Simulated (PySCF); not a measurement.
# Correlation energy of F (fluorine, neutral)

[He] 2s1 2p6, 2S determinant (an excited configuration). Computed with PySCF 2.14 in dyall-acv3z (15s9p4d2f, 76 functions), with no relativity, point nucleus. Frozen: nothing; 9 electrons correlated; the 5 highest virtual orbitals of each spin left out.

```json
{"level": "CCSD", "correlation energy (mhartree)": "-385.95"}
{"level": "(T)", "correlation energy (mhartree)": "-70.53"}
{"level": "CCSD(T)", "correlation energy (mhartree)": "-456.48"}
```

Diagnostics: T1 = 0.037, D1 = 0.1532, largest double amplitude 0.403.

**Question.** Is a single reference adequate?

**Answer.** Not fully. T1 exceeds 0.03, a sign that the reference determinant is poor. A double-excitation amplitude exceeds 0.15, a sign of near-degeneracy.
